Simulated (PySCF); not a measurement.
What an electron can do to SbF

r²SCAN in PySCF with def2-TZVPPD on every atom (core potentials on Sb), for the lowest determinant that a PBE0 search found; no spin–orbit coupling.

| species | state (unpaired electrons) | Re (Å) | ωe (cm⁻¹) | energy of the minimum from the neutral (eV) | De (eV) | dissociates to |
| --- | --- | --- | --- | --- | --- | --- |
| SbF | triplet (π ↑↑) | 1.927 | 602 | 0.00 | 4.24 | Sb + F |
| SbF⁺ | doublet (π ↑) | 1.855 | 711 | 8.91 | 4.49 | Sb⁺ + F |
| SbF⁻ | doublet (π ↑) | 2.016 | 483 | -0.97 | 1.90 | Sb + F⁻ |

Work out the lowest energy to break SbF into atoms, from its vibrational ground state.

D0 = De − ωe/2 = 4.24 − 0.04 = 4.20 eV (r²SCAN/def2-TZVPPD).

Work out the ionisation energy of the Sb atom at this level and the threshold of dissociative ionisation.

IE(Sb) = 8.91 + 4.49 − 4.24 = 9.16 eV, so Sb⁺ + F + e⁻ appears at D0 + IE(Sb) = 13.36 eV (r²SCAN/def2-TZVPPD). The measured IE(Sb) is 8.608 eV (NIST ASD).

Work out the electron affinity of the F atom and the threshold of dissociative attachment.

EA(F) = 4.24 − 1.90 − (-0.97) = 3.31 eV, so Sb + F⁻ needs D0 − EA(F) = 0.89 eV (r²SCAN/def2-TZVPPD). The measured EA(F) is 3.401 eV.

At which energy does ion-pair formation open?

Sb⁺ + F⁻ lies at D0 + IE(Sb) − EA(F) = 10.05 eV (r²SCAN/def2-TZVPPD).

These are thermodynamic thresholds; the onsets seen under electron impact lie higher where the geometry changes, and cross-sections peak well above them.

Spin–orbit coupling is left out, which matters for elements this heavy, above all for dissociation energies. For an ion De counts to the pair picked by the measured ionisation energies or electron affinities, which need not be the lowest pair at this level. The highest Kohn–Sham level is positive in this anion. Much of that is self-interaction error, but it also means that the finite basis helps to hold the extra electron. States were picked by a PBE0 search and need not be the measured ground states.
